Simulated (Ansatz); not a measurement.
```yaml
crystal:
  periodic: [false, false, false]
  atoms:
    - {symbol: C, position_ang: [-1.334213, 0.140073, 0.673390]}
    - {symbol: Ga, position_ang: [-0.184653, 0.312069, -0.898944]}
    - {symbol: S, position_ang: [2.142912, -0.514026, -0.138524]}
    - {symbol: Cl, position_ang: [-0.343630, -1.119893, -2.521396]}
    - {symbol: Cl, position_ang: [0.529394, 2.266954, -1.512797]}
    - {symbol: H, position_ang: [-1.399144, -0.901277, 0.991914]}
    - {symbol: H, position_ang: [-0.959211, 0.751605, 1.495263]}
    - {symbol: H, position_ang: [-2.338836, 0.484700, 0.420660]}
    - {symbol: H, position_ang: [1.751459, -1.643266, 0.477741]}
    - {symbol: H, position_ang: [2.219121, 0.171763, 1.015593]}
basis:
  gaussian: {orbitals: pcseg-2, final_grid: {core_spheres: 5, valence_spheres: 4, degree: 11}, nuclear_model: gaussian}
total_charge: -1
magnetization: {spin_polarized: true, initial_magnetization: 1}
hamiltonian: {xc: {name: HF}}
correlation: {active_space: {window: {electrons: 40, orbitals: 30}}}
accuracy: high
```

```sh
$ ansatz run in.yaml --threads 8 --pin off --events-out ev --progress --plain --max-ram 18278MiB
```

Problem. How does Ansatz answer? (An estimate is asked.)

Solution. Ansatz gave: The program refused the input.
```
Error: invalid value for `correlation.active_space`: it starts from restricted Hartree–Fock orbitals; set hamiltonian.xc: hf without magnetization.spin_polarized
```
